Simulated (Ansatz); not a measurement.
Geometry optimisation, UKS r2SCAN-D4/def2-SVP in Ansatz.

Input file:

```yaml
crystal:
  periodic: [false, false, false]
  atoms:
    - { symbol: Ge, position_ang: [-0.808, 0.8879, -0.6903] }
    - { symbol: Si, position_ang: [1.436, 0.0023, 0.5086] }
    - { symbol: "N", position_ang: [-1.365, -0.6983, 0.1745] }
    - { symbol: H, position_ang: [-0.141, -1.0242, 0.5711] }
    - { symbol: H, position_ang: [-1.1441, 0.8128, -2.1932] }
    - { symbol: H, position_ang: [-1.795, 1.9469, -0.1843] }
    - { symbol: H, position_ang: [1.7958, -1.299, -0.0739] }
    - { symbol: H, position_ang: [1.1082, -0.0117, 1.9342] }
    - { symbol: H, position_ang: [2.6113, 0.8637, 0.3236] }
    - { symbol: H, position_ang: [-1.6983, -1.4804, -0.3704] }
magnetization:
  spin_polarized: true
basis:
  gaussian: { orbitals: def2-SVP }
hamiltonian:
  xc: r2scan
  dispersion: d4
relax:
  f_tol: 0.15
  max_steps: 25
  restrain:
    - { distance: [3, 1], at: 1.42, k: 30.0 }
    - { distance: [0, 1], at: 3.61, k: 30.0 }
    - { distance: [3, 2], at: 2.32, k: 30.0 }
```

Launched with:

```bash
$ ansatz run input.yaml --threads 4 --pin off --max-ram 5120MiB --backend cpu --events-out ev --progress --plain --runs-dir out
```

Task: Where does it end, and by what steps?

Result: It converged. The restraints hold the end off the free minimum. After 19 steps the energy has fallen by 0.218 eV (the restraints' own energy left out); H9 moved furthest, 1.45 Å. Parted: Ge1–Si2. Joined: Si2–H4.

```json
{"step": "0", "energy less start (eV)": "0.0000", "largest force component (eV/Å)": "5.487", "accepted": "yes"}
{"step": "1", "energy less start (eV)": "2.3970", "largest force component (eV/Å)": "4.328", "accepted": "yes"}
{"step": "2", "energy less start (eV)": "3.1710", "largest force component (eV/Å)": "2.664", "accepted": "yes"}
{"step": "3", "energy less start (eV)": "3.6457", "largest force component (eV/Å)": "3.261", "accepted": "yes"}
{"step": "4", "energy less start (eV)": "2.5944", "largest force component (eV/Å)": "2.708", "accepted": "yes"}
{"step": "5", "energy less start (eV)": "1.2836", "largest force component (eV/Å)": "1.613", "accepted": "yes"}
{"step": "6", "energy less start (eV)": "0.4718", "largest force component (eV/Å)": "2.076", "accepted": "yes"}
{"step": "7", "energy less start (eV)": "0.1167", "largest force component (eV/Å)": "1.034", "accepted": "yes"}
{"step": "8", "energy less start (eV)": "-0.0032", "largest force component (eV/Å)": "1.072", "accepted": "yes"}
{"step": "9", "energy less start (eV)": "-0.0515", "largest force component (eV/Å)": "0.973", "accepted": "yes"}
{"step": "10", "energy less start (eV)": "-0.0997", "largest force component (eV/Å)": "0.953", "accepted": "yes"}
{"step": "11", "energy less start (eV)": "-0.1297", "largest force component (eV/Å)": "0.792", "accepted": "yes"}
{"step": "12", "energy less start (eV)": "-0.1579", "largest force component (eV/Å)": "0.711", "accepted": "yes"}
{"step": "13", "energy less start (eV)": "-0.1502", "largest force component (eV/Å)": "0.800", "accepted": "yes"}
{"step": "14", "energy less start (eV)": "-0.1672", "largest force component (eV/Å)": "0.766", "accepted": "yes"}
{"step": "15", "energy less start (eV)": "-0.1786", "largest force component (eV/Å)": "0.907", "accepted": "yes"}
{"step": "16", "energy less start (eV)": "-0.1914", "largest force component (eV/Å)": "0.832", "accepted": "yes"}
{"step": "17", "energy less start (eV)": "-0.1898", "largest force component (eV/Å)": "0.727", "accepted": "yes"}
{"step": "18", "energy less start (eV)": "-0.2151", "largest force component (eV/Å)": "0.709", "accepted": "yes"}
{"step": "19", "energy less start (eV)": "-0.2181", "largest force component (eV/Å)": "0.720", "accepted": "yes"}
```

```xyz
10
Properties=species:S:1:pos:R:3
Ge -1.452 1.028 -0.747
Si 1.445 -0.600 0.674
N -1.564 -0.445 0.123
H 0.441 -1.605 0.401
H -1.312 1.242 -2.268
H -1.420 2.313 0.075
H 2.797 -1.206 0.903
H 1.077 0.208 1.874
H 1.563 0.312 -0.513
H -1.575 -1.248 -0.521
```

Whether the end is a true minimum wasn't checked by a vibrational analysis.

The run took 2.2 min on 4 threads of Arm Neoverse N1, with other jobs on the host, peak memory 0.29 GiB.
